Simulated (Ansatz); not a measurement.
Input file for Ansatz (a program for electronic structure): U-wB97X-V/def2-TZVPP on Te2, 2S+1 = 3, a point of a bond scan (R = 3.862 Å). Elements past Kr take the def2 small-core potentials; no spin–orbit coupling.

Ansatz 0.2 input:
```yaml
crystal:
  periodic: [false, false, false]
  atoms:
    - {symbol: Te, position_ang: [-0.00000000, -0.00000000, -1.28732190]}
    - {symbol: Te, position_ang: [0.00000000, 0.00000000, 2.57464380]}
basis:
  gaussian:
    orbitals: def2-TZVPP
hamiltonian:
  xc: {name: wB97X-V}
magnetization: {spin_polarized: true, initial_magnetization: 2}
```

Problem. What total energy does the run end on?

Solution. -535.9316 hartree. Its determinant has ⟨S²⟩ = 2.79, a mixture of spin states.

Problem. How many basis functions does it have, and what does it roughly cost on one machine?

Solution. 100 functions; around 80 core-seconds (rough).
